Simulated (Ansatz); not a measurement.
`C[O][Sn]([CH3])([NH2])[Cl]` and `[CH3][SnH]([NH2])[Cl]` differ in one atom or group.

Ansatz, PBE0-D4/def2-TZVP geometries, multiplicity 1. Each molecule was computed in one conformer, which needn't be the lowest.

Elements past krypton have def2 core potentials.

```csv
property,`C[O][Sn]([CH3])([NH2])[Cl]`
HOMO energy (ωB97M-V/def2-TZVPP) / eV,-10.07
LUMO energy (PBE/def2-TZVPP) / eV,-1.70
LUMO energy (PBE0/def2-TZVPP) / eV,-0.75
HOMO energy (PBE/def2-TZVPP) / eV,-6.13
LUMO energy (ωB97M-V/def2-TZVPP) / eV,1.08
size of the dipole moment (B3LYP/def2-TZVPP) / D,1.81
```

**Question.** What does the change do to each property? (Estimate.)

**Answer.** Computed: 
```json
{"property": "HOMO energy (ωB97M-V/def2-TZVPP) / eV", "`[CH3][SnH]([NH2])[Cl]`": "-9.79", "shift": "0.28"}
{"property": "LUMO energy (PBE/def2-TZVPP) / eV", "`[CH3][SnH]([NH2])[Cl]`": "-1.15", "shift": "0.55"}
{"property": "LUMO energy (PBE0/def2-TZVPP) / eV", "`[CH3][SnH]([NH2])[Cl]`": "-0.19", "shift": "0.56"}
{"property": "HOMO energy (PBE/def2-TZVPP) / eV", "`[CH3][SnH]([NH2])[Cl]`": "-6.01", "shift": "0.12"}
{"property": "LUMO energy (ωB97M-V/def2-TZVPP) / eV", "`[CH3][SnH]([NH2])[Cl]`": "1.50", "shift": "0.42"}
{"property": "size of the dipole moment (B3LYP/def2-TZVPP) / D", "`[CH3][SnH]([NH2])[Cl]`": "3.89", "shift": "2.08"}
```

With PBE0 the HOMO rises by 0.25 eV and the LUMO rises by 0.56 eV, so the gap widens by about 0.31 eV. PBE moves the HOMO by 0.12 eV and ωB97M-V by 0.28 eV. Dipoles are sizes alone; their direction can turn.

B3LYP here is the variant with VWN-RPA as its local correlation; programs differ in this.
